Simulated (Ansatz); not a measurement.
Gas-phase electronic energies from Ansatz, PBE0-D4/def2-TZVP geometries. CCSD(T)/CBS is the MP2 limit (def2-TZVPP, def2-QZVPP) plus CCSD(T) − MP2 in def2-TZVPP, frozen cores. This one scheme is used for every species. DFT in def2-TZVPP. B3LYP here is the variant with VWN-RPA as its local correlation; programs differ in this. One conformer a species, not always the lowest.

Consider the ligand exchange at a B–S bond: `C=C(N)SBO` + `[NH2][AlH2]` → `OB[NH][AlH2]` + `C=C(N)S`.

`C=C(N)SBO`:

Cartesian coordinates in Å:
```
C 1.899 0.220 -0.642
C 0.756 0.243 0.038
N 0.367 -0.737 0.966
S -0.436 1.526 -0.230
B -2.008 0.613 -0.412
O -2.154 -0.708 -0.230
H 2.658 -0.525 -0.432
H 2.091 0.938 -1.426
H 1.102 -1.404 1.162
H -0.001 -0.343 1.823
H -2.944 1.292 -0.713
H -1.330 -1.116 0.097
```

`[NH2][AlH2]`:

```xyz
6

N     0.188   -0.116   -0.911
Al   -0.166    0.102    0.805
H     1.106   -0.277   -1.294
H    -0.498   -0.096   -1.648
H     1.043    0.040    1.825
H    -1.674    0.347    1.224
```

`OB[NH][AlH2]`:

Z-matrix (Å, degrees):
```
B
N 1 1.428
O 1 1.364 2 123.1
H 1 1.199 2 120.7 3 -180.0
Al 2 1.788 1 128.4 3 -0.0
H 2 1.010 1 113.2 3 180.0
H 3 0.963 1 114.3 2 0.0
H 5 1.578 2 120.2 1 180.0
H 5 1.587 2 115.5 1 -0.0
```

`C=C(N)S`:

Z-matrix (Å, degrees):
```
C
C 1 1.335
H 1 1.084 2 120.3
H 1 1.080 2 121.7 3 178.1
N 2 1.384 1 125.4 3 -8.3
S 2 1.770 1 124.1 3 176.6
H 5 1.008 2 115.2 1 139.0
H 5 1.008 2 114.5 1 5.4
H 6 1.340 2 95.9 1 -27.6
```

```tsv
level	ΔE (kcal/mol)
PBE0-D4	-1.5
B3LYP-D4	-2.5
B2PLYP	-2.8
r2SCAN	-1.9
B3LYP	-3.6
HF/def2-TZVPP	-7.1
CCSD/def2-TZVPP	-3.2
MP2/def2-QZVPP	-1.5
```

(1) What does CCSD(T)/CBS give? (An estimate is asked.)

Largest T1 diagnostic among the species: 0.013.

Answers

(1) Computed: -2.0 kcal/mol. The listed levels differ from it by 0.5, -0.5, -0.8, 0.1, -1.6, -5.1, -1.2, 0.5 kcal/mol.

From PBE to PBE0 (25 % exact exchange), in def2-TZVPP and without D4, ΔE moves by −1.1 kcal/mol. The D4 term adds +1.1 kcal/mol with B3LYP and +0.6 kcal/mol with PBE0; it sums over pairs of atoms, weighted by their polarisabilities, and B3LYP, whose exchange is more repulsive, gets the larger term.
